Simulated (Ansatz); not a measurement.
Basis-set series for `[GeH2]`. Total charge 0; spin multiplicity 1. The structure was optimised at the PBE0-D4/def2-TZVP level.

```
functional       basis  functions  energy (Eh)  HOMO (eV)  LUMO (eV)
   PBE0-D4    def2-SVP         42  -2077.61411      -6.86      -3.02
   PBE0-D4  def2-TZVPP         76  -2077.87666      -6.89      -3.03
   ωB97M-V    def2-SVP         42  -2077.75773      -8.95      -0.96
   ωB97M-V  def2-TZVPP         76  -2078.02048      -9.02      -1.00
```

(1) Give the rows for def2-QZVPP. (An estimate is asked.)

## Answers

(1) Ansatz gave: 
```tsv
functional	basis	functions	energy (Eh)	HOMO (eV)	LUMO (eV)
PBE0-D4	def2-QZVPP	149	-2077.92200	-6.93	-3.08
ωB97M-V	def2-QZVPP	149	-2078.06477	-9.05	-1.12
```

Scalar relativity is left out up to krypton.
